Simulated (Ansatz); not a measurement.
C$_{6}$H$_{15}$ClO$_{3}$Sn, SMILES `CC[O][Sn]([Cl])([O]CC)[O]CC`. Total charge 0; spin multiplicity 1. Sn: def2 effective core potential. All single points use the PBE0-D4/def2-TZVP geometry. It is one conformer, not always the lowest.

```xyz
26

C    -0.733    2.912   -2.957
C    -0.918    2.444   -1.536
O     0.133    1.539   -1.223
Sn    0.223    0.750    0.542
Cl    0.187    2.354    2.198
O     1.871   -0.266    0.563
C     2.291   -0.898    1.765
C     3.599   -1.600    1.499
O    -1.318   -0.383    0.897
C    -1.576   -1.481    0.033
C    -2.815   -2.190    0.521
H     0.228    3.416   -3.071
H    -0.761    2.066   -3.646
H    -1.527    3.611   -3.232
H    -0.903    3.302   -0.852
H    -1.894    1.954   -1.424
H     1.537   -1.621    2.105
H     2.418   -0.157    2.565
H     4.358   -0.885    1.178
H     3.479   -2.349    0.714
H     3.952   -2.100    2.405
H    -1.722   -1.136   -1.000
H    -0.725   -2.176    0.024
H    -3.670   -1.511    0.515
H    -3.044   -3.043   -0.123
H    -2.671   -2.553    1.540
```

**Question.** What is the dipole moment at B3LYP/def2-TZVPP? (An estimate is asked.)

**Answer.** Computed: 1.48 D, with components (-0.64, -1.19, -0.59) D in this frame, pointing from negative to positive charge.

**Question.** And with PBE, r2SCAN, ωB97M-V? (Best estimate.)

**Answer.** Ansatz gave: PBE 1.50 D, r2SCAN 1.54 D, ωB97M-V 1.41 D.

**Question.** Give the Mulliken charges with B3LYP, ωB97M-V, r2SCAN in def2-TZVPP. (Estimate.)

**Answer.** Ansatz gave: 
| atom | B3LYP | ωB97M-V | r2SCAN |
| --- | --- | --- | --- |
| C1 | -0.24 | -0.30 | -0.13 |
| C2 | 0.02 | -0.04 | 0.10 |
| O3 | -0.53 | -0.51 | -0.52 |
| Sn4 | 1.39 | 1.31 | 1.34 |
| Cl5 | -0.35 | -0.31 | -0.35 |
| O6 | -0.53 | -0.51 | -0.52 |
| C7 | 0.02 | -0.04 | 0.10 |
| C8 | -0.24 | -0.30 | -0.13 |
| O9 | -0.53 | -0.51 | -0.53 |
| C10 | 0.01 | -0.04 | 0.10 |
| C11 | -0.24 | -0.29 | -0.13 |
| H12 | 0.09 | 0.11 | 0.05 |
| H13 | 0.08 | 0.10 | 0.04 |
| H14 | 0.07 | 0.09 | 0.04 |
| H15 | 0.09 | 0.11 | 0.05 |
| H16 | 0.08 | 0.11 | 0.04 |
| H17 | 0.08 | 0.11 | 0.04 |
| H18 | 0.09 | 0.11 | 0.05 |
| H19 | 0.09 | 0.11 | 0.05 |
| H20 | 0.08 | 0.10 | 0.04 |
| H21 | 0.07 | 0.09 | 0.04 |
| H22 | 0.08 | 0.11 | 0.04 |
| H23 | 0.08 | 0.11 | 0.04 |
| H24 | 0.08 | 0.10 | 0.05 |
| H25 | 0.07 | 0.09 | 0.04 |
| H26 | 0.08 | 0.10 | 0.05 |

B3LYP here is the variant with VWN-RPA as its local correlation; programs differ in this.
